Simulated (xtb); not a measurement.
xtb input (GFN1-xTB):

```bash
xtb mol.xyz --gfn 1 --sp --chrg 1 --uhf 0
```
mol.xyz:
```
11

N     -0.43055239    -1.45654942    -0.79288516
Si    -0.16695442    -0.07589116     0.08733354
O      0.56265983    -0.15630632     1.51652199
O     -1.35146411     0.95739929    -0.18406844
O      1.31149768     0.74530972    -0.64403700
H     -1.24373246    -1.56423289    -1.38096184
H      0.08669177    -2.31346772    -0.67376802
H      0.18891801    -0.56155592     2.30499383
H     -1.48846054     1.79472689     0.26808059
H      1.51097168     0.69193608    -1.59200706
H      2.11529320     0.83969407    -0.10614315
```

End of the output:

```
         :::::::::::::::::::::::::::::::::::::::::::::::::::::
         ::                     SUMMARY                     ::
         :::::::::::::::::::::::::::::::::::::::::::::::::::::
         :: total energy             -22.164311108986 Eh    ::
         :: gradient norm              0.043543720671 Eh/a0 ::
         :: HOMO-LUMO gap              5.902634295019 eV    ::
         ::.................................................::
         :: SCC energy               -22.337618224007 Eh    ::
         :: -> electrostatic           0.176087207029 Eh    ::
         :: repulsion energy           0.176553377100 Eh    ::
         :: dispersion energy         -0.003246262079 Eh    ::
         :: halogen bond corr.         0.000000000000 Eh    ::
         :: add. restraining           0.000000000000 Eh    ::
         :: total charge               1.000000000000 e     ::
         :::::::::::::::::::::::::::::::::::::::::::::::::::::

           -------------------------------------------------
          |                Property Printout                |
           -------------------------------------------------

    * Orbital Energies and Occupations

         #    Occupation            Energy/Eh            Energy/eV
      -------------------------------------------------------------
         1        2.0000           -1.0164860             -27.6600
       ...           ...                  ...                  ...
         4        2.0000           -0.9033108             -24.5803
         5        2.0000           -0.8654782             -23.5509
         6        2.0000           -0.8440170             -22.9669
         7        2.0000           -0.7902908             -21.5049
         8        2.0000           -0.7830293             -21.3073
         9        2.0000           -0.7687604             -20.9190
        10        2.0000           -0.7407088             -20.1557
        11        2.0000           -0.7235624             -19.6891
        12        2.0000           -0.7059739             -19.2105
        13        2.0000           -0.7013084             -19.0836
        14        2.0000           -0.6878031             -18.7161
        15        2.0000           -0.6696808             -18.2229
        16        2.0000           -0.5882238             -16.0064 (HOMO)
Note: The following floating-point exceptions are signalling: IEEE_DENORMAL
normal termination of xtb
        17                         -0.3713059             -10.1037 (LUMO)
        18                         -0.3191781              -8.6853
        19                         -0.2712994              -7.3824
        20                         -0.2692200              -7.3258
        21                         -0.2591596              -7.0521
        22                         -0.2372630              -6.4563
        23                         -0.2125089              -5.7827
        24                         -0.1454662              -3.9583
        25                         -0.1224719              -3.3326
        26                         -0.0501535              -1.3647
        27                          0.0368565               1.0029
       ...                                ...                  ...
        37                          1.3352934              36.3352
      -------------------------------------------------------------
                  HL-Gap            0.2169178 Eh            5.9026 eV
             Fermi-level           -0.4797648 Eh          -13.0551 eV

  Mulliken/CM5 charges         n(s)   n(p)   n(d)
     1N    -0.42898 -0.84852   1.404  4.025  0.000
     2Si    0.68339  0.68054   0.814  1.254  1.248
     3O    -0.48842 -0.66204   1.645  4.843  0.000
     4O    -0.46521 -0.63579   1.634  4.831  0.000
     5O    -0.45684 -0.78416   1.673  4.783  0.000
     6H     0.25344  0.44892   0.747  0.000  0.000
     7H     0.24032  0.43512   0.760  0.000  0.000
     8H     0.40390  0.58235   0.596  0.000  0.000
     9H     0.40559  0.58471   0.594  0.000  0.000
    10H     0.42148  0.59337   0.579  0.000  0.000
    11H     0.43135  0.60551   0.569  0.000  0.000

Wiberg/Mayer (AO) data.
largest (>0.10) Wiberg bond orders for each atom

 ---------------------------------------------------------------------------
     #   Z sym  total        # sym  WBO       # sym  WBO       # sym  WBO
 ---------------------------------------------------------------------------
     1   7 N    3.301 --     2 Si   1.430     7 H    0.897     6 H    0.888
     2  14 Si   5.073 --     4 O    1.439     1 N    1.430     3 O    1.395
                             5 O    0.664
     3   8 O    2.289 --     2 Si   1.395     8 H    0.804
     4   8 O    2.314 --     2 Si   1.439     9 H    0.799
     5   8 O    2.299 --    10 H    0.799    11 H    0.790     2 Si   0.664
     6   1 H    0.935 --     1 N    0.888
     7   1 H    0.942 --     1 N    0.897
     8   1 H    0.839 --     3 O    0.804
     9   1 H    0.838 --     4 O    0.799
    10   1 H    0.832 --     5 O    0.799
    11   1 H    0.823 --     5 O    0.790
 ---------------------------------------------------------------------------

Topologies differ in total number of bonds
Writing topology from bond orders to xtbtopo.mol

 dipole moment from electron density (au)
     X       Y       Z
   1.3599   0.2008  -0.2295  total (Debye):    3.542

           -------------------------------------------------
          | TOTAL ENERGY              -22.164311108986 Eh   |
          | GRADIENT NORM               0.043543720671 Eh/α |
          | HOMO-LUMO GAP               5.902634295019 eV   |
           -------------------------------------------------

------------------------------------------------------------------------
------------------------------------------------------------------------
 total:
 SCF:
```

It need not be the lowest isomer of its formula.
